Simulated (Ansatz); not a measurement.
`Cl[Si](Cl)(Cl)Cc1ccc(-c2cnc(-c3ccccc3)nc2)cc1`, relaxed as a singlet with RKS PBE-D4/def2-SVP in Ansatz, starting from the GFN2-xTB geometry. Force threshold 0.03 eV/Å.

Single mean-field runs in def2-SVP are fitted with def2-universal-jkfit.

Start:

Cartesian coordinates in Å:
```
Cl 0.033 5.697 -3.281
Si -1.863 5.834 -2.597
Cl -2.533 7.727 -2.834
Cl -3.042 4.561 -3.631
C -1.903 5.363 -0.742
C -1.413 3.961 -0.519
C -0.058 3.705 -0.345
C 0.398 2.418 -0.143
C -0.496 1.350 -0.098
C -0.019 -0.005 0.171
C 1.137 -0.537 -0.406
N 1.566 -1.753 -0.152
C 0.855 -2.501 0.693
C 1.323 -3.861 0.961
C 2.430 -4.363 0.278
C 2.873 -5.648 0.523
C 2.220 -6.443 1.452
C 1.118 -5.950 2.134
C 0.669 -4.666 1.892
N -0.256 -2.088 1.305
C -0.677 -0.868 1.050
C -1.851 1.604 -0.291
C -2.300 2.892 -0.508
H -2.922 5.458 -0.366
H -1.282 6.061 -0.178
H 0.644 4.526 -0.362
H 1.451 2.237 0.010
H 1.728 0.035 -1.113
H 2.925 -3.730 -0.441
H 3.730 -6.034 -0.010
H 2.567 -7.448 1.644
H 0.611 -6.570 2.859
H -0.186 -4.268 2.416
H -1.569 -0.553 1.581
H -2.554 0.785 -0.288
H -3.354 3.073 -0.665
```

```csv
step,energy (eV),largest force component (eV/Å),SCF passes
1,-66197.9120,1.376,21
2,-66198.2553,0.301,22
3,-66198.2828,0.082,21
4,-66198.2844,0.032,20
5,-66198.2862,0.055,20
6,-66198.2883,0.065,19
7,-66198.2883,0.064,19
8,-66198.2897,0.040,21
9,-66198.2903,0.017,21
```

Force components are those of the run's own axes.

End:

```xyz
36

Cl   -0.033    5.654   -3.456
Si   -1.925    5.802   -2.635
Cl   -2.642    7.715   -2.961
Cl   -3.165    4.448   -3.584
C    -1.867    5.450   -0.786
C    -1.394    4.051   -0.489
C    -0.018    3.756   -0.392
C     0.422    2.449   -0.163
C    -0.496    1.383   -0.030
C    -0.030    0.005    0.215
C     1.167   -0.508   -0.337
N     1.605   -1.745   -0.111
C     0.848   -2.538    0.681
C     1.331   -3.915    0.942
C     2.526   -4.376    0.347
C     2.983   -5.675    0.599
C     2.255   -6.528    1.446
C     1.065   -6.075    2.041
C     0.604   -4.777    1.792
N    -0.319   -2.160    1.250
C    -0.737   -0.916    1.021
C    -1.874    1.680   -0.136
C    -2.313    2.988   -0.365
H    -2.891    5.633   -0.400
H    -1.201    6.219   -0.340
H     0.720    4.567   -0.492
H     1.501    2.255   -0.060
H     1.779    0.119   -1.011
H     3.079   -3.690   -0.311
H     3.916   -6.027    0.130
H     2.617   -7.549    1.643
H     0.493   -6.741    2.706
H    -0.324   -4.400    2.246
H    -1.676   -0.610    1.520
H    -2.615    0.869   -0.064
H    -3.391    3.190   -0.459
```

By distances, no bond broke or formed. The bond that changes most is Cl1–Si2, from 2.02 to 2.07 Å (atoms count from 1).

No frequencies were taken in this run, so the end may be a saddle point.

It took 20 s on 2 threads of AMD EPYC 7R13 on a shared host and a share (18 GiB) of an NVIDIA H100 80GB HBM3.
